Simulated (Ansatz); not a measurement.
`FC(Cl)(Cl)Cl` and `FC(Cl)(Cl)Br` differ in one atom or group.

Ansatz, PBE0-D4/def2-TZVP geometries, multiplicity 1. 

Scalar relativity is left out up to krypton.

| property | `FC(Cl)(Cl)Cl` |
| --- | --- |
| HOMO energy (PBE/def2-TZVPP) / eV | -7.64 |
| HOMO–LUMO gap (PBE0/def2-TZVPP) / eV | 7.96 |
| LUMO energy (PBE/def2-TZVPP) / eV | -2.23 |
| ideal-gas entropy at 298 K and 1 bar (rigid rotor, harmonic PBE0-D4/def2-TZVP) / J/(mol·K) | 309 |
| size of the dipole moment (PBE/def2-TZVPP) / D | 0.29 |
| HOMO energy (PBE0/def2-TZVPP) / eV | -9.12 |

What does the change do to each property? (An estimate is asked.)

The calculation gave: 
| property | `FC(Cl)(Cl)Br` | shift |
| --- | --- | --- |
| HOMO energy (PBE/def2-TZVPP) / eV | -7.30 | 0.34 |
| HOMO–LUMO gap (PBE0/def2-TZVPP) / eV | 7.02 | -0.94 |
| LUMO energy (PBE/def2-TZVPP) / eV | -2.65 | -0.42 |
| ideal-gas entropy at 298 K and 1 bar (rigid rotor, harmonic PBE0-D4/def2-TZVP) / J/(mol·K) | 330 | 21 |
| size of the dipole moment (PBE/def2-TZVPP) / D | 0.30 | 0.01 |
| HOMO energy (PBE0/def2-TZVPP) / eV | -8.68 | 0.44 |

With PBE0 the HOMO rises by 0.44 eV and the LUMO falls by 0.51 eV, so the gap narrows by about 0.95 eV. PBE moves the HOMO by 0.34 eV and ωB97M-V by 0.46 eV. Dipoles are sizes alone; their direction can turn.

Spin–orbit coupling is left out; it splits and shifts lone-pair levels of the heavy atoms by tenths of an eV.
